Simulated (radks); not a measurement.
Q: Valence configurations of N+ (all share [He]). Calculated with a radial shooting solver on a logarithmic mesh with Libxc functionals: scalar-relativistic Kohn-Sham, PBE, spin-polarised, spherical densities, finite nucleus; open shells are filled with parallel spins first; Fermi nuclear charge, rms radius 2.5582 fm. Order these by energy: 2s1.5 2p2.5; 2s2 2p2; 2s0.5 2p3.5; 2p4; 2s1 2p3.

A: From the lowest, in eV above it: 2s2 2p2 0.000; 2s1.5 2p2.5 3.469; 2s1 2p3 5.632; 2s0.5 2p3.5 15.148; 2p4 23.493. NIST lists [He] 2s2 2p2 as the ground configuration; this level of theory agrees among the configurations tried. The energies are those of spherical high-spin densities, not of single terms.
